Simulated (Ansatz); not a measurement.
Reaction (ligand exchange at the Al–C bond): `CC[CH2][AlH][CH3]` + `O[SiH2]O` → `[CH3][AlH][O][SiH2]O` + `CCC`

Calculated with Ansatz (gas phase, PBE0-D4/def2-TZVP geometries, no zero-point term in ΔE). CCSD(T)/CBS is the MP2 limit (def2-TZVPP, def2-QZVPP) plus CCSD(T) − MP2 in def2-TZVPP, frozen cores. DFT in def2-TZVPP. Each species was taken in one conformer, which may not be the lowest.

`CC[CH2][AlH][CH3]`:

```xyz
16

C    -0.760    0.474    1.642
C    -0.011    1.349    0.650
C     1.249    0.673    0.114
Al    0.971   -0.966   -0.932
C    -0.762   -1.423   -1.715
H    -0.121    0.212    2.491
H    -1.649    0.971    2.036
H    -1.089   -0.462    1.177
H     0.238    2.301    1.134
H    -0.681    1.604   -0.179
H     1.940    0.454    0.939
H     1.808    1.366   -0.533
H     2.210   -1.938   -1.192
H    -1.517   -0.643   -1.586
H    -1.156   -2.340   -1.262
H    -0.668   -1.630   -2.786
```

`O[SiH2]O`:

Z-matrix (Å, degrees):
```
Si
O 1 1.642
O 1 1.642 2 113.5
H 1 1.481 2 111.5 3 116.9
H 1 1.481 2 103.8 3 -121.2
H 2 0.958 1 117.7 3 -66.0
H 3 0.958 1 117.7 2 -66.0
```

`[CH3][AlH][O][SiH2]O`:

```xyz
12

C     2.403    1.031   -0.165
Al    0.555    1.057    0.429
O    -0.513   -0.137   -0.106
Si   -1.593   -1.303   -0.397
O    -2.618   -1.548    0.863
H     2.680    0.078   -0.622
H     2.577    1.817   -0.908
H     3.090    1.229    0.663
H    -0.047    2.167    1.384
H    -0.908   -2.603   -0.576
H    -2.360   -0.919   -1.613
H    -3.267   -0.868    1.048
```

`CCC`:

Cartesian coordinates in Å:
```
C 1.166 0.524 -0.131
C -0.353 0.494 -0.097
C -0.905 -0.890 0.203
H 1.555 -0.152 -0.898
H 1.587 0.209 0.828
H 1.545 1.526 -0.347
H -0.716 1.202 0.655
H -0.747 0.844 -1.057
H -1.997 -0.893 0.224
H -0.552 -1.252 1.173
H -0.584 -1.613 -0.553
```

CCSD(T)/CBS gives -43.1 kcal/mol.

Question: Another level gave -44.8 kcal/mol. Which?
A. PBE-D4/def2-TZVPP
B. PBE0-D4/def2-TZVPP
C. ωB97X-V/def2-TZVPP
D. SCS-MP2/def2-TZVPP

Answer: D. SCS-MP2/def2-TZVPP -44.8, PBE0-D4 -41.1, PBE-D4 -39.8, ωB97X-V -42.8 kcal/mol.

Question: What do rigid-rotor, harmonic-oscillator terms from PBE0-D4/def2-TZVP frequencies (298.15 K, 1 bar) make of the CCSD(T)/CBS value? (An estimate is asked.)

Answer: Computed: ΔZPE = +1.0 kcal/mol, ΔH = -41.9 kcal/mol, ΔS = 32 J/(mol·K), ΔG = -44.2 kcal/mol. Modes under 50 cm⁻¹ make the entropy rough.

Largest T1 diagnostic among the species: 0.012.

In def2-TZVPP, CCSD(T) changes the Hartree–Fock value by +5.8 kcal/mol (the triples alone add +0.9 kcal/mol) and MP2 by +5.6 kcal/mol. The D4 term adds +1.2 kcal/mol with B3LYP and +0.7 kcal/mol with PBE0; it sums over pairs of atoms, weighted by their polarisabilities, and B3LYP, whose exchange is more repulsive, gets the larger term. Leaving LDA and LC-ωPBE aside and taking each functional with its dispersion term where it has one, the values, not all of them listed here, spread over 6.5 kcal/mol, from BHLYP-D4 to revPBE-D4. LDA lies +1.3 kcal/mol from PBE without D4.

CCSD(T)/CBS has its own doubt, a few kJ/mol and more with outer-core shells, so smaller differences from it don't rank the levels.

B3LYP here is the variant with VWN-RPA as its local correlation; programs differ in this.
